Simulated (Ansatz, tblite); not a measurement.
Cost and result up the ladder for Te(CCH)2 (C₄H₂Te) (7 atoms). The state is a singlet with charge 0. Geometry: PBE-D4/def2-SVP.

```xyz
7

Te   -1.600    0.551   -0.534
C    -0.557   -1.168   -0.925
C    -0.007   -2.228   -1.214
H     0.492   -3.156   -1.458
C    -0.196    1.427    0.673
C     0.584    2.029    1.407
H     1.284    2.544    2.051
```

Ansatz on 2 threads of Arm Neoverse V2 on a shared host; xTB runs through tblite on one thread. Times are rough, summed over both states, and most runs start from the orbitals of an earlier one. PBE0-D4/def2-TZVP serves as the yardstick here, not as an exact answer. The other state is a triplet.

In the def2 sets Te takes a core potential; there is no spin–orbit coupling. The xTB rows come from tblite.

xTB has no spin-polarisation term.

```tsv
level	functions	wall time	vertical triplet (eV)	difference from PBE0-D4/def2-TZVP (eV)
GFN2-xTB	27	0.006 s	3.44	0.38
GFN1-xTB	29	0.007 s	3.65	0.59
PBE-D4/def2-TZVP (with forces)	186	6.7 s	2.91	-0.15
PBE0-D4/def2-TZVP	186	12 s	3.06	0.00
r2SCAN-D4/def2-TZVP	186	15 s	2.90	-0.16
```
